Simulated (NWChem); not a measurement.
# CuNH3F; SMILES [NH3]->[Cu][F]

```xyz
6

Cu     0.0000     0.0001     0.6983
F      0.0000    -0.0002    -1.0491
N      0.0000     0.0001     2.6200
H      0.6749    -0.6638     3.0042
H     -0.9123    -0.2526     3.0043
H      0.2374     0.9164     3.0044
```
Atoms are numbered in this order, from 1.

The geometry was optimised at PBE0/def2-SVP.

List the 4 lowest vertical singlet excitations from PBE/def2-SVPD, TDA (NWChem).


```
state  energy (eV)  oscillator strength  leading excitation (squared amplitude)
-----  -----------  -------------------  --------------------------------------
S1            3.26                0.000                      HOMO → LUMO (0.90)
S2            3.26                0.000                    HOMO−1 → LUMO (0.90)
S3            3.70                0.000                    HOMO−3 → LUMO (0.98)
S4            3.70                0.000                    HOMO−4 → LUMO (0.98)
```
